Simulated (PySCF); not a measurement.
CCl2, SMILES Cl[C]Cl (connectivity only; charge and spin as stated), neutral, multiplicity 1. Atoms are numbered in the order given.

```xyz
3

Cl     0.0000    -1.3947     0.1479
C      0.0000     0.0000    -0.8381
Cl     0.0000     1.3947     0.1479
```

Geometry: PBE0-D3(BJ)/def2-TZVP. The isomer is the one that the SMILES or the coordinates give; other isomers of the formula were not compared.

Two levels are set side by side: PBE/pcSseg-2 (PySCF) and KT2/pcSseg-2 (PySCF). GIAO shifts against HCl (³⁵Cl), TMS (¹³C) at the same level; non-relativistic, no solvent, atoms listed together averaged. Without spin–orbit terms, shifts of atoms bonded to Cl or Br come out too high at both levels. Differences are taken from unrounded values.

```json
[
 {"quantity": "δ(³⁵Cl) of Cl1, Cl3 (ppm)", "KT2": "1102.1", "PBE": "1247.0", "PBE minus KT2": "144.9"},
 {"quantity": "δ(¹³C) of C2 (ppm)", "KT2": "522.9", "PBE": "607.2", "PBE minus KT2": "84.3"}
]
```

Rough cost on one machine, each run with all the roots and properties that it gave: KT2 against PBE within a factor of 2.
